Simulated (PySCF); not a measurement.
# C₆ coefficients of unlike pairs at UHF

Calculated with PySCF 2.14 from the dipole response of each species, C₆(A,B) = (3/π) ∫ α_A(iu) α_B(iu) du, in atomic units, from isotropic polarisabilities. For ions this is the dispersion term alone; charge-induced terms of lower order in 1/R come first.

```tsv
species	configuration	basis	relativity	α (bohr³)	C₆ (like pair)
C(3+)	[He] 2s1 (2S)	def2-QZVPPD (8s4p4d2f1g)	none	3.484	2.889
Hg(3+)	[Xe] 4f14 5d9 (2D)	aug-cc-pVTZ-PP with ECP60MDF (6s6p5d3f2g)	core potential	5.313	30.26
Br	[Ar] 3d10 4s2 4p5 (2P)	aug-cc-pVDZ-DK (6s5p3d)	spin-free X2C	18.30	145.8
N(3+)	[He] 2s2 (1S)	aug-cc-pVQZ (6s5p4d3f2g)	none	2.238	2.258
```

Q: Estimate C₆ for Hg(3+) with C(3+).

A: The integral gives 7.442. The combination rule 2 C_A C_B / (C_A α_B/α_A + C_B α_A/α_B) gives 7.209 and the geometric mean 9.349.

No spin-orbit coupling is included.

The other pairs:

| pair | C₆ |
| --- | --- |
| Br, Hg(3+) | 60.09 |
| N(3+), Hg(3+) | 7.624 |
| Br, C(3+) | 19.73 |
| N(3+), C(3+) | 2.444 |
| N(3+), Br | 18.11 |
